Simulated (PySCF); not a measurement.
Species: BrGaH5N.
Structure used (PBE0-D3(BJ)/def2-SVP), in Å, numbered top down from 1:
```
atom  x, y, z in Å
N1    -0.972    0.320    0.019
Ga2    0.935   -0.597   -0.175
Br3    2.022    1.214    0.873
H4    -1.135    0.506    1.010
H5    -1.766   -0.207   -0.346
H6    -0.943    1.226   -0.451
H7     0.784   -1.854    0.751
H8     1.130   -0.626   -1.731
```

Computed, not measured: EOM-IP-CCSD/aug-cc-pVDZ in PySCF, restricted Hartree–Fock reference, frozen core, non-relativistic, gas phase, PBE0-D3(BJ)/def2-SVP geometry.

Hartree–Fock orbital energies give these Koopmans values (eV): HOMO 10.16, HOMO-1 10.52, HOMO-2 11.38, HOMO-3 11.83, HOMO-4 13.65, HOMO-5 17.19, HOMO-6 19.61, HOMO-7 19.75.

Question: What vertical ionisation energies does EOM-IP-CCSD give?

Answer: 
```
leading hole (HF orbital)  Koopmans (eV)  EOM-IP-CCSD (eV)  change (eV)  one-hole share
                     HOMO          10.16              9.58        -0.58            0.96
                   HOMO-1          10.52              9.92        -0.60            0.96
                   HOMO-2          11.38             10.81        -0.57            0.95
                   HOMO-3          11.83             11.18        -0.65            0.94
                   HOMO-4          13.65             12.59        -1.06            0.94
                   HOMO-5          17.19             15.79        -1.40            0.90
                   HOMO-6          19.61             18.46        -1.15            0.95
                   HOMO-7          19.75             18.60        -1.15            0.95
```

Question: Does the order of the lines follow the orbital energies?

Answer: Yes, no two lines change places. The corrections run from -1.40 to -0.57 eV, with a mean of -0.90 eV over the 8 lines; no line lies above its Koopmans value.

Question: At what kinetic energies would He I light (21.22 eV) eject these electrons?

Answer: 11.64 eV (HOMO), 11.30 eV (HOMO-1), 10.41 eV (HOMO-2), 10.04 eV (HOMO-3), 8.63 eV (HOMO-4), 5.43 eV (HOMO-5), 2.76 eV (HOMO-6), 2.62 eV (HOMO-7).

Lines less than 0.15 eV apart could change places at a higher level. One root was sought for each valence orbital with −ε under 21 eV, eight at most, so deeper holes and satellites are missing; no vibrational structure.
